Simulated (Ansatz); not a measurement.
`[CH3][Zr]12345678([OH])([C@H]9[C@@H]1[C@@H]2[C@@H]3[C@H]94)[C@H]1[C@@H]5[C@@H]6[C@@H]7[C@H]18`, relaxed with RKS PBE0-D4/def2-TZVP in the Gaussian-basis code of Ansatz from a GFN2-xTB geometry. The force threshold is 0.005 eV/Å; the program also tests the step.

The species carries charge 0 and has multiplicity 1. Zr takes the def2 core potential.

Start:

```xyz
27

C     1.075   -2.079   -0.599
Zr    0.242   -0.023   -0.331
O     0.959    0.607   -1.966
C     2.203    0.195    1.230
C     2.112    1.422    0.541
C     0.911    2.054    0.931
C     0.279    1.231    1.890
C     1.062    0.072    2.060
C    -1.918    0.692   -1.469
C    -2.088    0.938   -0.090
C    -2.102   -0.307    0.579
C    -1.933   -1.321   -0.387
C    -1.820   -0.702   -1.654
H     0.961   -2.682    0.319
H     2.152   -2.052   -0.832
H     0.596   -2.645   -1.414
H     0.883    0.093   -2.778
H     3.058   -0.470    1.227
H     2.867    1.841   -0.112
H     0.609    3.059    0.655
H    -0.580    1.506    2.490
H     0.905   -0.696    2.809
H    -1.962    1.437   -2.255
H    -2.319    1.901    0.352
H    -2.350   -0.468    1.622
H    -2.023   -2.386   -0.209
H    -1.779   -1.216   -2.608
```

**Question.** By how much does the energy fall, and how many steps does the optimiser take? (An estimate is asked.)

**Answer.** Computed: 11.17 kcal/mol, in 66 steps, 8 of them rejected.

**Question.** Which bonds change most? (Best estimate.)

**Answer.** Computed: Zr2–O3 from 1.892 to 1.976 Å; C1–Zr2 from 2.235 to 2.279 Å; Zr2–C4 from 2.516 to 2.550 Å; Zr2–C7 from 2.551 to 2.518 Å.

**Question.** Give the relaxed structure. (Estimate.)

**Answer.** Ansatz gave: 
```xyz
27

C     1.223   -1.875   -0.661
Zr    0.164    0.119   -0.349
O     0.726    1.019   -2.016
C     1.757   -0.008    1.637
C     2.351    0.879    0.709
C     1.543    2.024    0.620
C     0.431    1.842    1.468
C     0.577    0.590    2.114
C    -2.205    0.555   -1.147
C    -2.260    0.469    0.258
C    -1.953   -0.861    0.625
C    -1.710   -1.592   -0.554
C    -1.859   -0.717   -1.648
H     1.066   -2.613    0.132
H     2.301   -1.702   -0.744
H     0.887   -2.324   -1.602
H     0.291    1.039   -2.867
H     2.140   -0.976    1.921
H     3.250    0.694    0.142
H     1.705    2.862   -0.040
H    -0.368    2.551    1.627
H    -0.102    0.167    2.840
H    -2.375    1.447   -1.732
H    -2.506    1.274    0.933
H    -1.917   -1.252    1.631
H    -1.444   -2.636   -0.608
H    -1.715   -0.975   -2.687
```
